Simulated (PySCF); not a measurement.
## Dipole moment and polarisability of `[H]/N=C/C=C=C/C=C\C#N`

Species: C7H6N2.
Geometry (GFN2-xTB, Å), atoms numbered from 1 in this order:
```xyz
15
C7H6N2 angstrom
N     -3.3445   -0.9601    2.6856
C     -3.1353   -0.3421    1.7407
C     -2.8828    0.4205    0.5888
C     -1.7252    0.3560   -0.0912
C     -0.6292   -0.5020    0.2871
C      0.5092   -0.5422   -0.3540
C      1.6556   -0.5504   -0.9704
C      2.7649    0.3167   -0.6021
N      3.8362    0.2578   -1.2614
H     -3.6844    1.0764    0.2783
H     -1.5830    0.9727   -0.9681
H     -0.7846   -1.1422    1.1486
H      1.8458   -1.2173   -1.8011
H      2.5769    0.9791    0.2536
H      4.5759    0.8850   -0.9564
```

Level: wB97X-D/def2-SVPD (PySCF), static field, nuclei fixed, core orbitals frozen in the response. The polarisability tensor in these axes (au):

```
x   175.23   3.95 -51.20
y     3.95  69.08  -6.76
z   -51.20  -6.76  96.82
```

Question: Diagonalise the tensor; give its mean and Δα, where Δα² is half the sum of the squared differences of the eigenvalues.

Answer: Principal values 65.62, 74.68 and 200.83 au; mean 113.71 au = 16.85 Å³ = 18.75 × 10⁻⁴⁰ C²·m²/J; Δα = 130.92 au (115 % of the mean).

Question: What is the dipole moment, and where does it point?

Answer: (0.93, 2.65, -2.01) D, 3.46 D in size, pointing from the negative to the positive side. Measured along this direction, the outermost atoms are N1 at the negative end and H15 at the positive end.

Question: What are the principal values of the traceless quadrupole moment, Θ = ½Σq(3rr − r²1), about the centre of nuclear charge?

Answer: -28.91, 10.20, 18.70 D·Å. The values depend on the origin, since the dipole doesn't vanish. The electronic extent ⟨r²⟩ about the same centre is 2038 bohr², a root-mean-square distance of 3.03 Å for the 62 electrons.

Question: What molar refraction does this α imply?

Answer: Lorentz–Lorenz: R = (4π/3)N_A α = 2.5225 cm³/(mol·Å³) × 16.85 Å³ = 42.5 cm³/mol, in the limit of long wavelengths.

Question: Refractivity n − 1 of an ideal gas of it at 500 K and 1 atm, from the electronic α?

Answer: N = p/kT = 1.4678 × 10¹⁹ cm⁻³, so n − 1 = 2π × N × 16.85 × 10⁻²⁴ cm³ = 1554 × 10⁻⁶ at long wavelengths, for an ideal gas.

Question: In a dilute gas of rigid molecules at 500 K, how does the orientational term μ²/3kT compare with the electronic polarisability?

Answer: In Gaussian units μ²/3kT = 57.68 Å³ against 16.85 Å³, a ratio of 3.42; the Debye molar polarisation (4π/3)N_A(α + μ²/3kT) is 188.0 cm³/mol, leaving out the vibrational part.

One conformer (not necessarily the lowest) at the GFN2-xTB geometry, without solvent, vibrations or thermal averaging.

The run behind these numbers computed excited states as well. Hardware: one thread, Arm Neoverse V1 (aarch64), no GPU (shared host). Cost: 65 s of wall time (with the writing of density and orbital grids), 0.97 GiB resident at most.
